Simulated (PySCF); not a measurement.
Computed shifts of a molecule C2H5ClFNSi, B3LYP/pcSseg-1 (PySCF), GIAO, gas phase, atoms alike by connectivity averaged where their shifts nearly agree, in ppm (number of nuclei): ¹³C: 150.6 (1), 141.8 (1). ²⁹Si: -16.4 (1). ¹⁵N: 37.5 (1). ¹⁹F: -121.3 (1). ¹H: 6.68 (2), 6.36 (1), 1.53 (1), 1.29 (1). References: ¹³C against TMS (σ = 181.3 ppm); ²⁹Si against TMS (σ = 338.7 ppm); ¹⁵N against NH3 (σ = 265.5 ppm); ¹⁹F against CFCl3 (σ = 161.7 ppm); ³⁵Cl against HCl (σ = 933.3 ppm); ¹H against TMS (σ = 31.68 ppm), references at their B3LYP-D3(BJ)/def2-TZVP geometries, non-relativistic (without spin–orbit terms, shifts of atoms bonded to Cl or Br come out too high). Geometry: B3LYP-D3(BJ)/def2-SVP. Other conformers were not sampled.

**Question.** Which structure fits?
A. C=C[Si](N)(F)Cl
B. FC/N=C/[SiH2]Cl
C. N[Si@H](Cl)/C=C/F
D. C/N=C/[Si@H](F)Cl

**Answer.** A, C=C[Si](N)(F)Cl
